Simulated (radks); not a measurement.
Problem. These are the eigenvalues of the occupied orbitals of an atom or ion with whole-number occupations (eV). All-electron calculation, scalar-relativistic Kohn-Sham, LB94 model potential, spin-polarised, spherical densities, finite nucleus; Fermi nuclear charge, rms radius of each element as measured or else 0.836 A^(1/3) + 0.57 fm. Program: a radial shooting solver on a logarithmic mesh with Libxc functionals.

1s down: -8981.210
1s up: -8981.180
2s down: -1136.526
2s up: -1136.264
2p down: -991.6678
2p up: -991.4274
3s up: -171.2141
3s down: -169.2386
3p up: -128.7457
3p down: -126.8469
3d up: -60.3484
3d down: -58.7392

Which element is it, and in what charge state? The configuration may be excited. Open shells, if any, are filled with parallel spins first.

Solution. Z = 29, copper, charge +3: Cu3+ in [Ar] 3d8. The list shows which subshells hold electrons but not how many an open one holds; the 1s level, -330.05 hartree, gives Z - s = 25.7 by -(Z - s)^2/2, which with screening and relativity narrows Z to a few neighbours, and the depths of the outer levels then fix element, charge and occupations together.
